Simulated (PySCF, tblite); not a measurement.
Isomers of [C6H11O2S]- (charge -1), one GFN2-xTB conformer each. Single-point energies are computed at PBE0/pcSseg-1 (PySCF, gas phase, no added dispersion term), electronic only.

| SMILES | GFN2-xTB relative energy (kJ/mol) |
| --- | --- |
| CCC([S-])(CC)C(=O)O | 0.0 |
| CC(C)OCCC(=O)[S-] | 5.2 |
| CS(=O)(=O)[CH-]C1CCC1 | 280.1 |

Conformers: `[CH3:1][CH2:2][C:3]([S-:4])([CH2:5][CH3:6])[C:7](=[O:8])[OH:9]` (charge -1) with C1–C2–C3–S4 -69°, C2–C3–C5–C6 58°, C2–C3–C7–O8 -152°, C3–C7–O9–H 167°; `[CH3:1][CH:2]([CH3:3])[O:4][CH2:5][CH2:6][C:7](=[O:8])[S-:9]` (charge -1) with C1–C2–O4–C5 108°, C2–O4–C5–C6 -73°, O4–C5–C6–C7 82°, C5–C6–C7–O8 -125°; `[CH3:1][S:2](=[O:3])(=[O:4])[CH-:5][CH:6]1[CH2:7][CH2:8][CH2:9]1` (charge -1) with C1–S2–C5–C6 63°, S2–C5–C6–C7 -89°, C5–C6–C7–C8 -132°, C6–C7–C8–C9 12°, C7–C8–C9–C6 -12°, C5–C6–C9–C8 136°.

Q: What does PBE0/pcSseg-1 give for the same structures?

A: 
```
               SMILES  PBE0/pcSseg-1 E (Eh)  PBE0/pcSseg-1 (kJ/mol)  GFN2-xTB (kJ/mol)  point group
  CCC([S-])(CC)C(=O)O            -783.31856                     0.0                0.0           C1
    CC(C)OCCC(=O)[S-]            -783.31173                    18.0                5.2           C1
CS(=O)(=O)[CH-]C1CCC1            -783.16805                   395.2              280.1           C1
```

Both levels put the same isomer lowest; measured from each level's own lowest isomer, the values differ by up to 115.1 kJ/mol (CS(=O)(=O)[CH-]C1CCC1: 280.1 against 395.2). As drawn, the lowest has an O–H bond, which the highest lacks; the highest has a four-membered ring, which the lowest lacks. Neighbours under 21 kJ/mol apart (CCC([S-])(CC)C(=O)O and CC(C)OCCC(=O)[S-]) can change places with a better method, another conformer or zero-point energy.

Q: What happens when harmonic zero-point energies from GFN2-xTB frequencies are added?

A: 
```csv
SMILES,ZPE (kJ/mol),electronic (kJ/mol),with ZPE (kJ/mol)
CCC([S-])(CC)C(=O)O,423.9,0.0,0.0
CC(C)OCCC(=O)[S-],424.2,18.0,18.3
CS(=O)(=O)[CH-]C1CCC1,417.6,395.2,388.9
```

The zero-point energies span 6.6 kJ/mol. The order is unchanged.
